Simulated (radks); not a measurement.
Results of a calculation; reference values are marked as such.
The nuclear charge of neutral samarium is varied continuously with 62 electrons held in [Xe] 4f6 6s2. Level of theory: scalar-relativistic Kohn-Sham, r2SCAN, spin-polarised, spherical densities, finite nucleus; open shells are filled with parallel spins first (spin-orbit coupling, left out, can overturn this in heavy ions); meta-GGA in the generalised Kohn-Sham scheme; Fermi nuclear charge, rms radius 5.0819 fm (a radial shooting solver on a logarithmic mesh with Libxc functionals). By the Hellmann-Feynman theorem dE/dZ = E(electron-nucleus)/Z, the electronic potential at the nucleus (averaged over a nucleus of fixed radius). The scalar-relativistic energy here is not variational (the density holds large components alone), so the two differ by a part that grows with Z.

Z      E (hartree)  E(electron-nucleus)/Z (hartree)  HOMO  e(HOMO) (eV)  <r> HOMO (bohr)
61.75  -10325.3187                         -407.050    4f        -0.889            1.030
62     -10427.9245                         -409.453    6s        -3.442            4.564
62.25  -10531.1382                         -411.850    6s        -4.882            4.290
62.5   -10634.9590                         -414.244    6s        -6.440            4.065
62.75  -10739.3865                         -416.638    6s        -8.106            3.877
63     -10844.4207                         -419.031    6s        -9.872            3.715

The central difference of E at Z = 62 is -411.639 hartree, to compare with the third column; the second derivative is -9.73 hartree.
